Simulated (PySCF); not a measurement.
ketene (C₂H₂O), singlet, geometry from GFN2-xTB, with bond 4-1 at 1.8 times its length; HF/6-311G** (PySCF).

The PySCF input:
```python
from pyscf import gto, scf

mol = gto.Mole()
mol.atom = '''
    C    -0.01148162    0.02136311   -1.19190098
    C     0.00092956   -0.00172957    0.09649676
    H     0.00249612    0.94826436   -1.73006124
    H    -0.05586786   -1.61128598   -2.21908646
    O     0.01211961   -0.02255018    1.25813077
'''
mol.basis = '6-311g**'
mol.verbose = 4
mol.build()

mf = scf.RHF(mol)
mf.kernel()
mo_i, mo_e, stable_i, stable_e = mf.stability(internal=True, external=True, return_status=True, nroots=6, tol=1e-6)
print('internally stable:', stable_i, ' externally stable:', stable_e)
if not stable_e:
    umf = mf.to_uhf() if not hasattr(mf, 'xc') else mf.to_uks()
    umf.scf_summary = {}
    umf.kernel(umf.make_rdm1(mo_e, umf.mo_occ))
```

It wrote (shortened):

```
PySCF version 2.14.0

[INPUT] verbose = 4
[INPUT] num. atoms = 5
[INPUT] num. electrons = 22
[INPUT] charge = 0
[INPUT] spin (= nelec alpha-beta = 2S) = 0
[INPUT] symmetry False subgroup None
[INPUT] Mole.unit = angstrom
[INPUT] Symbol           X                Y                Z      unit          X                Y                Z       unit  Magmom
[INPUT]  1 C     -0.011481620000   0.021363110000  -1.191900980000 AA   -0.021697117266   0.040370427069  -2.252366419801 Bohr   0.0
[INPUT]  2 C      0.000929560000  -0.001729570000   0.096496760000 AA    0.001756613816  -0.003268413613   0.182352448308 Bohr   0.0
[INPUT]  3 H      0.002496120000   0.948264360000  -1.730061240000 AA    0.004716983174   1.791959934086  -3.269341922325 Bohr   0.0
[INPUT]  4 H     -0.055867860000  -1.611285980000  -2.219086460000 AA   -0.105574954566  -3.044889210551  -4.193465656131 Bohr   0.0
[INPUT]  5 O      0.012119610000  -0.022550180000   1.258130770000 AA    0.022902743637  -0.042613664260   2.377522584188 Bohr   0.0

nuclear repulsion = 56.9431190072543
number of shells = 32
number of NR pGTOs = 109
number of NR cGTOs = 66
basis = 6-311g**
ecp = {}

******** <class 'pyscf.scf.hf.RHF'> ********
method = RHF
initial guess = minao
damping factor = 0
level_shift factor = 0
DIIS = <class 'pyscf.scf.diis.CDIIS'>
diis_start_cycle = 1
diis_space = 8
diis_damp = 0
SCF conv_tol = 1e-09
SCF conv_tol_grad = None
SCF max_cycles = 50
direct_scf = True
direct_scf_tol = 1e-13
Set gradient conv threshold to 3.16228e-05
Initial guess from minao.
init E= -151.995380019234
cycle= 1 E= -151.518785051971  delta_E= 0.477  |g|= 0.593  |ddm|= 1.79
cycle= 2 E= -151.567546920959  delta_E= -0.0488  |g|= 0.482  |ddm|= 0.628
cycle= 3 E= -151.609095879183  delta_E= -0.0415  |g|= 0.0683  |ddm|= 0.318
cycle= 4 E= -151.610970945918  delta_E= -0.00188  |g|= 0.0221  |ddm|= 0.0732
cycle= 5 E= -151.611221770606  delta_E= -0.000251  |g|= 0.00895  |ddm|= 0.0324
cycle= 6 E= -151.611266541664  delta_E= -4.48e-05  |g|= 0.00336  |ddm|= 0.0105
cycle= 7 E= -151.611278580379  delta_E= -1.2e-05  |g|= 0.0012  |ddm|= 0.00691
cycle= 8 E= -151.611280147074  delta_E= -1.57e-06  |g|= 0.000288  |ddm|= 0.00289
cycle= 9 E= -151.611280195322  delta_E= -4.82e-08  |g|= 7.92e-05  |ddm|= 0.000472
cycle= 10 E= -151.611280200979  delta_E= -5.66e-09  |g|= 2.12e-05  |ddm|= 0.000178
cycle= 11 E= -151.611280201288  delta_E= -3.09e-10  |g|= 5.23e-06  |ddm|= 5.01e-05
Extra cycle  E= -151.611280201302  delta_E= -1.37e-11  |g|= 2.65e-06  |ddm|= 7.09e-06
converged SCF energy = -151.611280201302
rhf_internal: lowest eigs of H = [0.36107962 0.94856504 1.05446028 1.28833854 1.30029128 1.39859778]
<class 'pyscf.scf.hf.RHF'> wavefunction is stable in the internal stability analysis
rhf_real2complex: lowest eigs of H = [0.07095234 0.18164326 0.21149531 0.29838291 0.30944128 0.32735507]
<class 'pyscf.scf.hf.RHF'> wavefunction is stable in the real -> complex stability analysis
rhf_external: lowest eigs of H = [-0.10475779  0.03761922  0.08176786  0.09047911  0.16507589  0.25176412]
<class 'pyscf.scf.hf.RHF'> wavefunction has an RHF/RKS -> UHF/UKS instability
internally stable: True  externally stable: False

******** <class 'pyscf.scf.uhf.UHF'> ********
method = UHF
initial guess = minao
damping factor = 0
level_shift factor = 0
DIIS = <class 'pyscf.scf.diis.CDIIS'>
diis_start_cycle = 1
diis_space = 8
diis_damp = 0
SCF conv_tol = 1e-09
SCF conv_tol_grad = None
SCF max_cycles = 50
direct_scf = True
direct_scf_tol = 1e-13
number electrons alpha = 11  beta = 11
Set gradient conv threshold to 3.16228e-05
init E= -151.453975594684
cycle= 1 E= -151.588538356076  delta_E= -0.135  |g|= 0.17  |ddm|= 0.407
cycle= 2 E= -151.622910678656  delta_E= -0.0344  |g|= 0.0753  |ddm|= 0.218
cycle= 3 E= -151.629304278638  delta_E= -0.00639  |g|= 0.0344  |ddm|= 0.084
cycle= 4 E= -151.631383234264  delta_E= -0.00208  |g|= 0.0115  |ddm|= 0.0644
cycle= 5 E= -151.631590080879  delta_E= -0.000207  |g|= 0.00721  |ddm|= 0.0203
cycle= 6 E= -151.631696979553  delta_E= -0.000107  |g|= 0.00465  |ddm|= 0.013
cycle= 7 E= -151.631760667785  delta_E= -6.37e-05  |g|= 0.00342  |ddm|= 0.00922
cycle= 8 E= -151.631829528167  delta_E= -6.89e-05  |g|= 0.00227  |ddm|= 0.0135
cycle= 9 E= -151.631864943242  delta_E= -3.54e-05  |g|= 0.0012  |ddm|= 0.0118
cycle= 10 E= -151.631874612071  delta_E= -9.67e-06  |g|= 0.000463  |ddm|= 0.00747
cycle= 11 E= -151.631875534173  delta_E= -9.22e-07  |g|= 0.000189  |ddm|= 0.00222
cycle= 12 E= -151.631875628228  delta_E= -9.41e-08  |g|= 0.000112  |ddm|= 0.000417
cycle= 13 E= -151.631875660164  delta_E= -3.19e-08  |g|= 8.11e-05  |ddm|= 0.000196
cycle= 14 E= -151.631875693627  delta_E= -3.35e-08  |g|= 5.06e-05  |ddm|= 0.000289
cycle= 15 E= -151.631875709329  delta_E= -1.57e-08  |g|= 2.74e-05  |ddm|= 0.000249
cycle= 16 E= -151.631875713249  delta_E= -3.92e-09  |g|= 1.75e-05  |ddm|= 0.000116
cycle= 17 E= -151.631875714418  delta_E= -1.17e-09  |g|= 9.46e-06  |ddm|= 6.7e-05
cycle= 18 E= -151.631875714716  delta_E= -2.97e-10  |g|= 3.62e-06  |ddm|= 3.39e-05
Extra cycle  E= -151.631875714738  delta_E= -2.2e-11  |g|= 2.39e-06  |ddm|= 4.62e-06
converged SCF energy = -151.631875714738  <S^2> = 0.66599447  2S+1 = 1.914152
```
